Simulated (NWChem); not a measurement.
A series in which one site is exchanged, each optimised at PBE0/def2-SVP with NWChem, gas phase unless a solvent is named. For some, no frequency run checked for a minimum. def2 effective core potentials on Sr, Te, Ba; no spin-orbit coupling.

A: F[Te]Cl (TeClF; site = Te)
B: [F][Ca][Cl] (CaClF; site = Ca)
C: [Cl][Ba][F] (BaClF; site = Ba)
D: [Sr]([F])[Cl] (SrClF; site = Sr)

Task: Rank them by static polarisability, PBE/def2-SVPD (bohr³), lowest first.

Result: B (42.3), D (46.9), C (55.3), A (56.1)
